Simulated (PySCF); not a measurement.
## Relaxation of singlet WH₆

These are results of PySCF, PBE0, basis W def2-TZVP with ECP60, H def2-TZVP (scalar-relativistic core potentials, no spin–orbit coupling, density fitting), not measurements. A (50,194) grid was used.

A start displaced from a saddle point along its imaginary mode, of C3v symmetry, held to at least that symmetry:

Coordinates in bohr (charge 0 multiplicity 1):
```
W     0.0000    0.0000   -0.0056
H     2.4383    0.0000    2.1586
H    -1.2192    2.1117    2.1586
H    -1.2192   -2.1117    2.1586
H     2.7372    0.0000   -1.8174
H    -1.3686    2.3705   -1.8174
H    -1.3686   -2.3704   -1.8174
```

Task: What does it relax to?

Result: It ends at C3v with W–H 1.658 Å (×3), W–H 1.706 Å (×3); H–W–H 62.0° (×3), H–W–H 67.0° (×3), H–W–H 114.7° (×3), H–W–H 118.4° (×6). A frequency run shows a minimum. Other isomers or separated fragments may lie lower.

Task: How much energy is released, and in how many steps?

Result: 129.2 kJ/mol in 8 steps.

Spin–orbit coupling, left out here, can matter for elements this heavy.
